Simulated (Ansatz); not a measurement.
One change: `FC(F)(F)C(Cl)(Cl)Cl` becomes `FC(F)(Cl)C(Cl)(Cl)Cl`.

Ansatz, PBE0-D4/def2-TZVP geometries, multiplicity 1. 

| property | `FC(F)(F)C(Cl)(Cl)Cl` |
| --- | --- |
| LUMO energy (PBE0/def2-TZVPP) / eV | -1.06 |
| HOMO–LUMO gap (ωB97M-V/def2-TZVPP) / eV | 12.70 |
| LUMO energy (B3LYP/def2-TZVPP) / eV | -1.33 |
| HOMO energy (PBE0/def2-TZVPP) / eV | -9.20 |
| ideal-gas entropy at 298 K and 1 bar (rigid rotor, harmonic PBE0-D4/def2-TZVP) / J/(mol·K) | 366 |
| HOMO–LUMO gap (B3LYP/def2-TZVPP) / eV | 7.58 |

Problem. Give the same properties after the change, and the shifts. (Estimate.)

Solution. The calculation gave: 
| property | `FC(F)(Cl)C(Cl)(Cl)Cl` | shift |
| --- | --- | --- |
| LUMO energy (PBE0/def2-TZVPP) / eV | -1.00 | 0.06 |
| HOMO–LUMO gap (ωB97M-V/def2-TZVPP) / eV | 12.66 | -0.04 |
| LUMO energy (B3LYP/def2-TZVPP) / eV | -1.27 | 0.06 |
| HOMO energy (PBE0/def2-TZVPP) / eV | -9.11 | 0.09 |
| ideal-gas entropy at 298 K and 1 bar (rigid rotor, harmonic PBE0-D4/def2-TZVP) / J/(mol·K) | 385 | 19 |
| HOMO–LUMO gap (B3LYP/def2-TZVPP) / eV | 7.55 | -0.03 |

B3LYP here is the variant with VWN-RPA as its local correlation; programs differ in this.
